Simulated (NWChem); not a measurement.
Species: MgNH2Br; SMILES [Br][Mg][NH2]

```xyz
5

Mg    -0.0014     1.1475     0.0000
Br     0.0003    -1.2069     0.0000
N      0.0023     3.0307     0.0000
H     -0.0046     3.6277    -0.8197
H     -0.0046     3.6277     0.8197
```
Atoms are numbered in this order, from 1.

Program: NWChem. Medium grid unless said otherwise, to which SCAN and Minnesota functionals are sensitive. Coordinates come from a B3LYP/6-31G* (spherical d) optimisation. Hybrids' shares of exact exchange are those that their runs print; pure functionals count as 0. The functionals differ in more than this share.

```
row                 share of exact exchange  highest occupied level (eV)
------------------  -----------------------  ---------------------------
PBE/def2-SVP                           0.00                        -5.10
KT2/def2-SVP                           0.00                        -5.17
B3LYP/def2-SVP                         0.20                        -6.24
r2SCAN0/def2-SVP                       0.25                        -6.70
BHandHLYP/def2-SVP                     0.50                        -7.80
M06-2X/def2-SVP                        0.54                     withheld
```

Problem. Fit a straight line of the last column on the one before it, predict the withheld value, and compare with the run.

Solution. 
1. Means of the 5 shown rows: x = 0.190, y = -6.202. Slope Σ(x − x̄)(y − ȳ)/Σ(x − x̄)² = -0.9311/0.1720 = -5.413; intercept -5.174.
2. The shown rows scatter about the line by 0.092 (root mean square); the largest residual is -0.17, at r2SCAN0/def2-SVP.
3. At x = 0.54 (M06-2X/def2-SVP; beyond the shown range) the line gives -8.10.
4. The run gives -7.94, +0.16 from the line, 1.7 times the scatter.
